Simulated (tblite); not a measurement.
Species: C₅H₈F₃OP.
SMILES with atom numbers: `[CH3:1][CH2:2][P@:3]([CH3:4])(=[O:5])[C:6]([F:7])=[C:8]([F:9])[F:10]` (hydrogens: H11, H12, H13 on C1; H14, H15 on C2; H16, H17, H18 on C4)

Structure used (GFN2-xTB), in Å, numbered top down from 1:
```xyz
18
C5H8F3OP angstrom
C      1.8030   -0.7208   -0.4344
C      1.0229   -0.5683    0.8608
P     -0.4649    0.4996    0.7499
C      0.0165    2.1169    0.0558
O     -1.2477    0.5679    1.9841
C     -1.4506   -0.2192   -0.6403
F     -1.6484    0.5086   -1.7506
C     -2.0278   -1.4026   -0.4967
F     -2.8179   -2.0326   -1.3495
F     -1.8129   -2.1396    0.5804
H      1.1673   -1.1107   -1.2268
H      2.2111    0.2331   -0.7592
H      2.6301   -1.4129   -0.2914
H      1.6383   -0.1198    1.6461
H      0.6746   -1.5341    1.2363
H      0.4432    2.0330   -0.9383
H      0.7325    2.5712    0.7383
H     -0.8782    2.7367    0.0239
```

Calculated harmonic vibrations of the isolated species, GFN2-xTB (tblite), most abundant isotopes, no scaling. Errors from tens to a few hundred cm⁻¹ against measured bands are possible. One conformer, not necessarily the lowest.

Harmonic wavenumbers (cm⁻¹): 32.1, 61.6, 95.4, 100.8, 144.4, 151.3, 191.7, 196.0, 223.9, 257.2, 263.6, 308.3, 349.9, 410.7, 422.0, 463.6, 490.0, 624.6, 683.1, 717.2, 789.6, 840.2, 849.8, 968.9, 1006.2, 1008.6, 1084.0, 1167.1, 1198.4, 1203.2, 1241.9, 1285.5, 1313.3, 1408.0, 1415.6, 1423.7, 1434.6, 1495.0, 1497.5, 1744.8, 2943.6, 2959.7, 3009.1, 3010.2, 3031.1, 3037.0, 3044.6, 3047.4.

A = 1450, B = 839.8, C = 797.5 MHz; mass 172.026 u (most abundant isotopes); point group C1, symmetry number 1.

**Question.** Zero-point energy?

**Answer.** ½Σν̃ = 27323 cm⁻¹ = 326.86 kJ/mol.

**Question.** Entropy at 400 K, 1 bar (ideal gas, RRHO, classical rotation)?

**Answer.** Translation 179.16, rotation 129.95, vibration 218.63: S = 527.7 J/(mol K).

**Question.** And Cp and H(400 K) − H(0)?

**Answer.** Cp = 224.08 J/(mol K), of which vibrations give 190.82 (their classical limit is 48 R = 399.1); H(400 K) − H(0) = 56.57 kJ/mol without the zero-point energy, 43.27 from vibrations.

**Question.** Which modes carry the vibrational entropy at 400 K?

**Answer.** 32.1 cm⁻¹: 26.27; 61.6 cm⁻¹: 20.86; 95.4 cm⁻¹: 17.25; 100.8 cm⁻¹: 16.80; 144.4 cm⁻¹: 13.85; 151.3 cm⁻¹: 13.47 J/(mol K); the other 42 give 110.13 together.

**Question.** How do the functions run with temperature in this model?

**Answer.** 
```
T (K)  S (J/(mol K))  Cp (J/(mol K))  H − H(0) (kJ/mol)  G − H(0) (kJ/mol)  ln q(vib)
  100          315.3            99.3               6.41             -25.12       2.58
  200          400.5           148.9              18.98             -61.11       6.35
  300          468.5           188.6              35.89            -104.66       9.93
  500          581.1           254.0              80.52            -210.01      16.45
  800          715.1           315.4             166.79            -405.29      24.98
 1000          788.4           341.6             232.63            -555.82      30.01
```

q(vib) and H(0) count from the zero-point level.

Hindered rotation and anharmonicity are outside this model. Other conformers, if any are populated, would add a mixing term that is left out. The structure is chiral; the term R ln 2 for an equal mix with its mirror image is left out.
